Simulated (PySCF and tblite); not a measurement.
C6H11F, numbered as in [F:1][CH:2]1[CH2:3][CH2:4][CH2:5][CH2:6][CH2:7]1.

Level: PBE0-D3(BJ)/pcSseg-1 (IEF-PCM, chloroform)//GFN2-xTB, thermal terms from GFN2-xTB, symmetry numbers and mirror pairs counted. Conformers within 2.5 kcal/mol (GFN2-xTB free energy) were kept, 4 at most. Couplings: B3LYP/6-31G* with pcJ-1 on H, F (gas phase; spin-dipole term only for pairs with B, N, F, Si or P). Couplings are for ¹⁹F, ¹H. H–H couplings come out 0.1 to 0.9 Hz lower than with pcJ-1 on all atoms. Of two unlike H on one atom, a is the less shielded (PBE0/pcSseg-1 (IEF-PCM, chloroform)). (PySCF 2.14, tblite 0.8.)

The 6-ring runs over atoms 2–3–4–5–6–7.

```
conformer                                       shape  weight %
        1  6-ring chair (all substituents equatorial)      54.7
        2                     6-ring chair (F1 axial)      45.3
```

(1) Give the couplings in each conformer and the averages at 298.15 K (pairs that fast motion interchanges averaged).

Computed couplings to fluorine can be off by tens of per cent at such levels.

Results:

(1) 
| coupling | pairs | 1 | 2 | average (Hz) |
| --- | --- | --- | --- | --- |
| ²J(F1,H2) | 1 | 56.0 | 56.6 | 56.3 |
| ³J(F1,H3b) | 2 | 8.1 | 8.8 | 8.4 |
| ³J(F1,H3a) | 2 | 6.3 | 36.7 | 20.1 |
| ³J(H2,H3b) | 2 | 10.3 | 3.9 | 7.4 |
| ³J(H2,H3a) | 2 | 4.5 | 2.2 | 3.5 |
| ²J(H3b,H3a) | 2 | -13.0 | -14.3 | -13.6 |
| ³J(H3b,H4b) | 2 | 13.2 | 3.2 | 8.7 |
| ³J(H3b,H4a) | 2 | 4.0 | 3.8 | 3.9 |
| ³J(H3a,H4b) | 2 | 3.5 | 4.4 | 3.9 |
| ³J(H3a,H4a) | 2 | 4.0 | 13.4 | 8.2 |
| ²J(H4b,H4a) | 2 | -13.9 | -13.7 | -13.8 |
| ³J(H4b,H5b) | 2 | 12.6 | 3.9 | 8.6 |
| ³J(H4b,H5a) | 2 | 3.6 | 3.2 | 3.5 |
| ³J(H4a,H5b) | 2 | 3.6 | 3.4 | 3.5 |
| ³J(H4a,H5a) | 2 | 3.4 | 12.8 | 7.7 |
| ²J(H5b,H5a) | 1 | -13.7 | -13.3 | -13.5 |
